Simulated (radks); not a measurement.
Values are calculated unless marked as measured or tabulated.
Task: Neutral lutetium is in [Xe] 4f14 5d1 6s2. Level of theory: scalar-relativistic Kohn-Sham, PBE, spin-polarised, spherical densities, finite nucleus; Fermi nuclear charge, rms radius of each element as measured or else 0.836 A^(1/3) + 0.57 fm (a radial shooting solver on a logarithmic mesh with Libxc functionals). Open shells are filled with parallel spins first. One electron is removed from 6s, 5d, 5p, 4f in turn, with full relaxation. Which removal costs least, and what does each cost?

Result: 5d 5.379 eV; 6s 6.861 eV; 4f 17.237 eV; 5p 36.507 eV. The 5d electron leaves first.
